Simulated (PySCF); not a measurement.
CH9N3Ti, SMILES [CH3][Ti]([NH2])([NH2])[NH2], multiplicity 1. Geometry: PBE0-D3(BJ)/def2-SVP. The multiplicity is an assumed one; other spin states were not compared. One conformer was computed; it need not be the lowest.

Computed equilibrium geometry at PBE0-D3(BJ)/def2-SVP (PySCF confirms it by a frequency run) as a Z-matrix, and its point group (one conformer of several):
point group C3.
```
Ti
N 1 1.8707
H 2 1.0159 1 128.41
H 2 1.0185 3 109.78 1 -174.33
N 1 1.8707 2 111.27 3 -4.33
H 5 1.0159 1 128.41 2 120.36
H 5 1.0185 6 109.78 1 -174.33
N 1 1.8707 2 111.27 3 120.36
H 8 1.0159 1 128.41 2 -4.33
H 8 1.0185 9 109.78 1 -174.33
C 1 2.0892 2 107.61 3 -121.98
H 11 1.1038 1 110.56 2 -173.55
H 11 1.1038 12 108.36 1 121.31
H 11 1.1038 12 108.36 13 117.38
```
Charge 0, spin multiplicity 1.
